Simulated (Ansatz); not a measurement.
`C=N/C(O)=N\C` + `[Cl][Al]([Cl])[SeH]` → `C[Se][Al]([Cl])[Cl]` + `C=NC(=N)O`  (substitution at a C–N bond)

Isolated molecules relaxed with PBE0-D4/def2-TZVP in Ansatz; ΔE leaves out vibrations. CCSD(T)/CBS adds triple-zeta CCSD(T) − MP2 to the extrapolated MP2 energy (def2 sets, frozen cores). Functionals use def2-TZVPP. For Se outer-core shells are correlated without core-valence functions, which leaves a few kJ/mol of doubt a bond. Scalar relativity is left out up to krypton. Each species was taken in one conformer, which may not be the lowest.

```csv
level,ΔE (kJ/mol)
BLYP,-17.0
r2SCAN0,-17.9
CAM-B3LYP,-13.6
MP2/def2-QZVPP,-22.4
```

(1) What does CCSD(T)/CBS give? (Estimate.)

Largest T1 diagnostic among the species: 0.015.

Answers

(1) Computed: -21.0 kJ/mol. The listed levels differ from it by 4.0, 3.1, 7.4, -1.4 kJ/mol.

Leaving LDA and LC-ωPBE aside and taking each functional with its dispersion term where it has one, the values, not all of them listed here, spread over 5.3 kJ/mol, from ωB97M-V to CAM-B3LYP-D4. LDA lies +11.4 kJ/mol from PBE without D4. At CCSD(T), def2-SVP lies +18.8 kJ/mol from the extrapolated value and def2-TZVPP +0.5 kJ/mol.
